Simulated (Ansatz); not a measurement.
Input file for `[SiH3]NB[SeH]`:

```yaml
crystal:
  periodic: [false, false, false]
  atoms:
    - {symbol: Si, position_ang: [-0.706075, 1.365809, 0.607463]}
    - {symbol: N, position_ang: [0.279048, 0.141191, -0.148438]}
    - {symbol: B, position_ang: [0.016504, -1.235077, -0.153141]}
    - {symbol: Se, position_ang: [1.131992, -2.583359, -1.005368]}
    - {symbol: H, position_ang: [-1.173470, 2.351183, -0.402987]}
    - {symbol: H, position_ang: [-1.860170, 0.683290, 1.233895]}
    - {symbol: H, position_ang: [0.078812, 2.102798, 1.632746]}
    - {symbol: H, position_ang: [1.112057, 0.459073, -0.624870]}
    - {symbol: H, position_ang: [-0.953560, -1.667314, 0.394020]}
    - {symbol: H, position_ang: [2.157863, -1.668795, -1.530321]}
basis:
  gaussian: {orbitals: def2-TZVPP}
correlation: {method: ccsd_t}
```

```sh
$ ansatz run in.yaml --threads 4 --pin off --events-out ev --progress --plain --max-ram 10444MiB
```

The program prints (abridged):

```
Functional definition: HF
1405 factors; integrals over basis functions are off by at most 8.9e-4 eV
mean field evaluation 1: about -75413.7544 eV, gradient 3.5e1 eV
mean field evaluation 2: about -75413.9530 eV, gradient 3.6e1 eV
mean field evaluation 4: about -75417.2508 eV, gradient 4.0e0 eV
mean field evaluation 8: about -75417.3168 eV, gradient 2.6e-1 eV
mean field -75417.31717835 eV, -2771.5352866107 hartree, gradient 1.9e-6 eV, S^2 0.000000; 0 other end points of the search recorded, 0 dependent functions left out
16 core orbitals not correlated: weight in the atoms' cores, before any rotation towards them, 1.000 or more for the frozen orbitals, at most 0.000 for the correlated occupied ones
reference -75417.31717835 eV, -2771.5352866107 hartree; 17, 17 occupied and 203, 203 virtual orbitals, 1405 factors
second order -19.43241584 eV of doubles, -0.00000000 eV of singles
cycle   1  -19.94011692 eV  change   -5.1e-1 eV  update   9.9e-2
cycle   2  -20.50343478 eV  change   -5.6e-1 eV  update   2.9e-2
cycle   3  -20.58617164 eV  change   -8.3e-2 eV  update   1.4e-2
cycle   4  -20.57193979 eV  change    1.4e-2 eV  update   4.0e-3
cycle   5  -20.57277542 eV  change   -8.4e-4 eV  update   1.8e-3
cycle   6  -20.57243805 eV  change    3.4e-4 eV  update   4.8e-4
cycle   7  -20.57230401 eV  change    1.3e-4 eV  update   1.4e-4
cycle   8  -20.57236083 eV  change   -5.7e-5 eV  update   4.9e-5
cycle   9  -20.57237095 eV  change   -1.0e-5 eV  update   1.6e-5
perturbative correction -0.78369775 eV, -0.0288003613 hartree
Total energy: -75438.67324705 eV, -2772.3201076599 hartree
```

Run time 2.8 min (4 threads of an Arm Neoverse V1 on a shared host); peak host memory 4.2 GiB.

MP2 recovers 91.0 % of the CCSD(T) correlation energy and the triples give 3.7 %; T1 = 0.0113.
